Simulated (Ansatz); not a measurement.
Input file for Ansatz (a first-principles code): R-PBE/def2-TZVPP on C3H7B (SMILES BCC=C).

Ansatz 0.2 input:
```yaml
crystal:
  periodic: [false, false, false]
  atoms:
    - {symbol: B, position_ang: [1.31934126, 0.32780301, -0.22497083]}
    - {symbol: C, position_ang: [0.41481750, -0.91157049, -0.53388235]}
    - {symbol: C, position_ang: [-0.55815120, -0.36856736, 0.48077776]}
    - {symbol: C, position_ang: [-1.34884314, 0.68795170, 0.26444659]}
    - {symbol: H, position_ang: [1.99873193, 0.34977351, 0.75351366]}
    - {symbol: H, position_ang: [1.27702602, 1.28108967, -0.93734070]}
    - {symbol: H, position_ang: [-0.00493861, -0.94625163, -1.53669609]}
    - {symbol: H, position_ang: [0.79212472, -1.88622688, -0.23479832]}
    - {symbol: H, position_ang: [-0.50275037, -0.78457471, 1.48069488]}
    - {symbol: H, position_ang: [-1.41729500, 1.15322367, -0.71120257]}
    - {symbol: H, position_ang: [-1.97006312, 1.09734949, 1.05022621]}
basis:
  gaussian:
    orbitals: def2-TZVPP
hamiltonian:
  xc: {name: PBE}
scf: {lower_state_search: off}
```

Output:

```
WARN ansatz: RAYON_NUM_THREADS=1 ignored (pool sized by the plan → 1); use --threads N
Functional definition: PBE
these checks for a lower state are left out or cut short: stability, starts, cluster_reference, orbital_swaps, neighbouring_geometries, increment
integrals: 0.11 GiB planned
1122 factors; their error is unknown
mean field: 0.99 GiB planned
mean field evaluation 1: about -3883.5210 eV, gradient 7.0e1 eV
mean field evaluation 2: about -3861.7737 eV, gradient 1.1e2 eV
mean field evaluation 4: about -3895.4239 eV, gradient 1.2e1 eV
mean field evaluation 8: about -3895.7901 eV, gradient 2.7e-1 eV
mean field evaluation 16: about -3895.7611 eV, gradient 2.8e-4 eV
mean field -3895.76111816 eV, -143.1665804507 hartree, gradient 4.0e-6 eV, S^2 0.000000; 0 other end points of the search recorded, 0 dependent functions left out
reference -3895.76116208 eV, -143.1665820646 hartree; 15, 15 occupied and 207, 207 virtual orbitals, 1122 factors
Total energy: -3895.76116208 eV, -143.1665820646 hartree
Checks for a lower state left out: stability, starts, cluster_reference, orbital_swaps, neighbouring_geometries, increment
```

The run converged.

Cost: about 4 core-seconds (a rough figure).
